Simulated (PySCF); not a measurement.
C₃H₈GeO, SMILES [GeH3][O]/C=C/C. Heavy atoms are numbered as in [CH3:1]/[CH:2]=[CH:3]/[O:4][GeH3:5]. Hydrogens are named by the atom that carries them.

Coordinates come from a B3LYP-D3(BJ)/def2-SVP optimisation. The structure was generated by enumeration; whether it is a known compound was not checked. Other conformers were not sampled.

Computed with KT2/pcSseg-1 (PySCF).

GIAO shieldings, no solvent; atoms alike by connectivity are averaged. δ = σ(ref) − σ: ¹³C against TMS (σ = 185.1 ppm); ¹⁷O against H2O (σ = 330.4 ppm); ⁷³Ge against GeH4 (σ = 1669.3 ppm); ¹H against TMS (σ = 31.47 ppm), references at their B3LYP-D3(BJ)/def2-TZVP geometries, non-relativistic.

```csv
atoms,nucleus,count,δ (ppm)
C3 (CH),¹³C,1,146.7
C2 (CH),¹³C,1,(withheld)
C1 (CH3),¹³C,1,17.5
O4,¹⁷O,1,107.3
Ge5 (GeH3),⁷³Ge,1,271.6
H on C3,¹H,1,6.57
H on Ge5,¹H,3,(withheld)
H on C2,¹H,1,(withheld)
H on C1,¹H,3,(withheld)
```

Q: Complete the blanks. (An estimate is asked for; the answer gives what the named calculation found.)

A: 
- C2 (CH), δ (ppm): 103.7
- H on C1, δ (ppm): 1.95
- H on C2, δ (ppm): 5.37
- H on Ge5, δ (ppm): 5.45
